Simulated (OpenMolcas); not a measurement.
## Au5+: moving or changing the point charges

Au5+ among 6 point charges of -1.7 e arranged as an octahedron (Oh), 1.91 Å from the ion.

| Quantity | Value |
| --- | --- |
| Program | OpenMolcas 26.06 |
| Method | CASSCF |
| Basis | ANO-RCC-VDZP [7s6p4d2f] |
| Scalar Hamiltonian | DKH2, point nucleus |
| Active space | 6 electrons in 5 orbitals (5d) |
| State averaging | 2S+1 = 5 even, 5 roots; 2S+1 = 3 even, 45 roots; 2S+1 = 1 even, 50 roots |
| Spin-orbit coupling | state interaction with AMFI integrals over the reference wave functions |

Runs around this geometry, states (labels of O, the rotations of Oh). Energies in cm-1 above the lowest state or level, χT in cm3 K/mol; under a threefold ground state the first gap can be a small split of the lowest multiplet, not the spin-orbit step; 10Dq and B are least-squares fits to the states below 45000 cm-1, weighted by degeneracy, with a free offset, and given where the rms deviation is under 5 % of |10Dq| (or 100 cm-1) and under 700 cm-1.

```tsv
R (Å)	q (e)	Ground state	First state of that spin	10Dq	B (rms of fit)	First gap with spin-orbit (degeneracies)	χT at 300 K	First state of another spin
1.91	-1.36	5T2	5E 5934	5651	1002 (57)	8.7 (2, 3)	4.621	3T1 17372
1.82	-1.7	5T2	5E 9354	8906	1000 (105)	210.0 (1, 2)	2.893	3T1 14572
1.91	-1.7	5T2	5E 7417	7053	1002 (79)	48.2 (2, 1)	4.170	3T1 16191
2.12	-1.7	5T2	5E 4468			61.4 (3, 2)	4.854	3T1 18513
```

Taking the first state of the same spin as R^-n, n = -ln(4468 / 9354) / ln(2.12 / 1.82) = 4.8 between the shortest and longest distance.

Scaling the charges by -1.36 / -1.7 = 0.80 scales |10Dq| by 5651 / 7053 = 0.80; with fixed orbitals a first-order splitting would follow the charge.

Without dynamic correlation the repulsion within the d shell is too large (B by tens of per cent), so at a given field states of lower spin stand too high. Point charges give a weaker field than real ligands, and real ions of this kind are as a rule low spin; the high spin found here belongs to the model. Spin-orbit coupling mixes the spin-free states strongly: the lowest level takes only 59 % from its leading state, 5T2 (figures for R = 1.91, q = -1.36; the like holds for R = 1.82, q = -1.7, R = 1.91, q = -1.7). This field is weak: 10Dq is about 5651 cm-1, while octahedral complexes of 5d ions of charge 3 and more, computed by the same method with explicit ligands, had a median near 35000 cm-1. Ground spin and moment need not be those of a real site (figures for R = 1.91, q = -1.36; the like holds for R = 1.82, q = -1.7, R = 1.91, q = -1.7, R = 2.12, q = -1.7). This shell can be high or low spin here, a state of another spin lies low, and with metal d orbitals alone active their balance is uncertain, so the ground spin may be wrong (holds for R = 1.82, q = -1.7). An orbital triplet at a regular site is open to Jahn-Teller coupling, which can distort the site and quench the lowest spin-orbit gaps and is left out (holds for R = 2.12, q = -1.7). The ground term spreads over less than 5000 cm-1, several times less than with real ligands, so orbital moments are less quenched and χT lies further from the spin-only value than at real sites (holds for R = 2.12, q = -1.7). Point charges carry no covalency, so the field is a model and not that of real ligands. A group larger than the point group allows holds several states that coincide in this model. No measured value stands beside these numbers.
